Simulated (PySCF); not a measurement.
# From computed data to an observable: oscillator strength and radiative lifetime

C2H6ClFSi2, SMILES F[C@H]1C[SiH2][Si@H]1Cl.

Coordinates come from a B3LYP-D3(BJ)/def2-SVP optimisation. The structure was generated by enumeration; whether it is a known compound was not checked.

TDDFT-PBE/def2-SVPD in PySCF puts the first singlet state with f over 0.02 at 5.73 eV (vertical), with the transition dipole (0.729, -0.252, 0.163) in atomic units.

Question: Find the oscillator strength, the wavelength and the radiative lifetime that this transition would have in vacuum if emission retraced absorption.

Answer: 
|μ|² = 0.6215 au, so |μ| = 2.00 D. ΔE = 5.73/27.211 = 0.2106 hartree. f = (2/3) ΔE |μ|² = 0.087 (the program prints 0.087).
λ = 1239.84/5.73 = 216 nm; ν = 46216 cm⁻¹.
Einstein's coefficient A = 0.6670 ν² f s⁻¹ (ν in cm⁻¹) = 1.2e8 s⁻¹, so τ = 1/A = 8.0 ns. This state is S3; the lower singlets have f = 0.006, 0.004. The figure is the radiative limit of this one transition; relaxation, internal conversion, crossing to triplets and a medium change what is measured.
